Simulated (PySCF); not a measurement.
B2H6O4Si, SMILES OB(O)[SiH2]B(O)O.

The structure is a stationary point at B3LYP-D3(BJ)/def2-SVP. This is a generated structure with no PubChem entry under its InChIKey; it may be hypothetical. Other conformers were not sampled.

Calculation: r2SCAN/def2-TZVP (PySCF).

```
Item                                                                                                           Result
---------------------------------------------------------------------------------------------  ----------------------
total energy                                                                                       -643.86458 hartree
highest occupied level                                                                                       -6.73 eV
lowest empty level                                                                                           -1.18 eV
orbital gap                                                                                                   5.54 eV
dipole moment                                                                                                  2.35 D
quadrupole, principal values (traceless, Buckingham form, about the centre of nuclear charge)  -4.22, -2.67, 6.89 D·Å
mean static polarisability                                                                      73.0 bohr³ (10.82 Å³)
polarisability, principal values                                                               55.3, 77.1, 86.6 bohr³
```
